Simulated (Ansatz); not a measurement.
disilazane (H7NSi2), singlet, geometry from GFN2-xTB; HF/def2-SVP (Ansatz, a program for electronic structure).

Here is a job for Ansatz.
Ansatz 0.2 input:
```yaml
crystal:
  periodic: [false, false, false]
  atoms:
    - {symbol: Si, position_ang: [1.49303295, -0.29467355, 0.37775681]}
    - {symbol: N, position_ang: [0.07177708, -0.11245754, -0.59500001]}
    - {symbol: Si, position_ang: [-1.52266963, 0.35803387, -0.10940318]}
    - {symbol: H, position_ang: [2.60085977, -0.44841929, -0.56612732]}
    - {symbol: H, position_ang: [1.61644865, 0.91435503, 1.18804151]}
    - {symbol: H, position_ang: [1.41022821, -1.47096761, 1.25316965]}
    - {symbol: H, position_ang: [0.11743383, -0.57014488, -1.49085173]}
    - {symbol: H, position_ang: [-2.18929653, -0.69189990, 0.67169837]}
    - {symbol: H, position_ang: [-2.25767966, 0.60314487, -1.35098125]}
    - {symbol: H, position_ang: [-1.38552039, 1.56409001, 0.70310006]}
basis:
  gaussian:
    orbitals: def2-SVP
hamiltonian:
  xc: hf
scf: {lower_state_search: light}
```

The log (banner, timings and long lists left out):

```
Functional definition: HF
833 factors; integrals over basis functions are off by at most 1.2e-3 eV
mean field evaluation 1: about -17309.4795 eV, gradient 3.0e1 eV
mean field evaluation 2: about -17309.4801 eV, gradient 3.0e1 eV
mean field evaluation 4: about -17311.8645 eV, gradient 3.0e0 eV
mean field evaluation 8: about -17311.8978 eV, gradient 3.1e-4 eV
mean field -17311.89776203 eV, -636.2005083288 hartree, gradient 1.0e-5 eV, S^2 0.000000; 0 other end points of the search recorded, 0 dependent functions left out
reference -17311.89776203 eV, -636.2005083288 hartree; 21, 21 occupied and 64, 64 virtual orbitals, 833 factors
Total energy: -17311.89776203 eV, -636.2005083288 hartree
```
